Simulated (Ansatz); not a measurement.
Total energies of [Li(H2O)4]+ (LiO4H8⁺) from Ansatz at PBE0-D4/def2-TZVP, gas phase (1 Eh = 27.2114 eV = 2625.5 kJ/mol). The reference geometry is relaxed at r2SCAN-D4/def2-SVP.

```tsv
state	geometry	energy (Eh)
charge 1 singlet	reference	-312.95136
charge 2 doublet	reference	-312.37030
charge 0 doublet	reference	-313.06086
```

**Question.** Work out the vertical ionisation energy to the doublet.

**Answer.** E(charge 2 doublet) − E(charge 1 singlet) = -312.37030 − (-312.95136) = 0.58106 Eh = 15.81 eV. For comparison, −ε of the highest occupied level is 13.76 eV at this level, 2.05 eV less.

**Question.** Work out the vertical electron affinity, to the doublet.

**Answer.** E(charge 1 singlet) − E(charge 0 doublet) = -312.95136 − (-313.06086) = 0.10950 Eh = 2.98 eV.

**Question.** Give the fundamental gap IE − EA, the Mulliken electronegativity (IE + EA)/2 and the hardness (IE − EA)/2.

**Answer.** From the values in Eh: IE − EA = 0.58106 − 0.10950 = 0.47156 Eh = 12.83 eV; (IE + EA)/2 = 9.40 eV; (IE − EA)/2 = 6.42 eV. The HOMO–LUMO gap of the same run is 9.61 eV, 3.22 eV smaller than the fundamental gap.
